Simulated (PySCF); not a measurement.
Compound: C₄HCl₂N.
Bonds: N1–C2 (triple), C2–C3, C3–Cl4, C3–C5 (double), C5–C6 (double), C6–Cl7. Hydrogens: H8 on C6.

Method used: PBE0-D3(BJ)/def2-SVP geometry optimisation, gas phase (PySCF 2.14.0).

Q: List the bond lengths and angles at this level.

A: 
```json
{"bond": "N1≡C2", "length (pm)": "115.9", "order": "triple"}
{"bond": "C2–C3", "length (pm)": "143.0", "order": "single"}
{"bond": "C3–Cl4", "length (pm)": "173.9", "order": "single"}
{"bond": "C3=C5", "length (pm)": "131.4", "order": "double"}
{"bond": "C5=C6", "length (pm)": "130.6", "order": "double"}
{"bond": "C6–Cl7", "length (pm)": "172.2", "order": "single"}
{"bond": "C6–H8", "length (pm)": "109.5", "order": "single"}
```

Orders are formal, as drawn. A selection of angles:
```json
{"angle": "N1–C2–C3", "degrees": "179.5"}
{"angle": "C2–C3–Cl4", "degrees": "115.3"}
{"angle": "C2–C3–C5", "degrees": "122.4"}
{"angle": "Cl4–C3–C5", "degrees": "122.3"}
{"angle": "C3–C5–C6", "degrees": "179.2"}
{"angle": "C5–C6–Cl7", "degrees": "123.6"}
{"angle": "C5–C6–H8", "degrees": "121.9"}
{"angle": "Cl7–C6–H8", "degrees": "114.4"}
```

The C–C distances run from 1.306 Å (C5=C6, drawn double) to 1.430 Å (C2–C3, drawn single), a spread of 0.124 Å.

Point group: C1 (no symmetry element, even within 0.4 Å). Stationary, but not proved a minimum.

The run took 31 s on Arm Neoverse N1, one thread (shared host), and the process peaked at 0.63 GiB of memory. These figures are those of the optimisation.
